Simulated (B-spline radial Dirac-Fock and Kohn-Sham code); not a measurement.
# Radiative decay of the L3 hole in W⁺

System: the W⁺ ion, configuration 1s2 2s2 2p6 3s2 3p6 3d10 4s2 4p6 4d10 4f14 5s2 5p6 5d4 6s1.

Calculated with a radial B-spline solver, using independent-particle radiative and Coulomb Auger rates from relativistic LDA hole-state orbitals, with Dirac-Fock energies.

```
        line  multipole  energy (eV)  width (meV)  share (%)
  Lℓ (L3-M1)         E1       7379.7         45.5       3.64
       L3-M2         E2       7628.4        0.475     0.0380
       L3-M3         E2       7921.2        0.431     0.0345
 Lα2 (L3-M4)         E1       8334.5          103       8.21
 Lα1 (L3-M5)         E1       8396.9          905       72.4
 Lβ6 (L3-N1)         E1       9604.2         11.0      0.879
Lβ15 (L3-N4)         E1       9945.7         17.7       1.42
 Lβ2 (L3-N5)         E1       9958.2          159       12.7
 Lβ7 (L3-O1)         E1            –         2.01      0.161
       L3-N7         E2      10174.8        0.483     0.0387
       L3-O4         E1      10206.0        0.557     0.0445
 Lβ5 (L3-O5)         E1      10206.7         4.89      0.392
```

The listed lines hold 100.0 % of the radiative rate. A dash stands for an energy that rests on an unreliable hole state. The radiative width is 1.25 eV in the length form and 1.27 eV in the velocity form; the two differ because the transition energies are not eigenvalue differences of the potential that gave the orbitals.
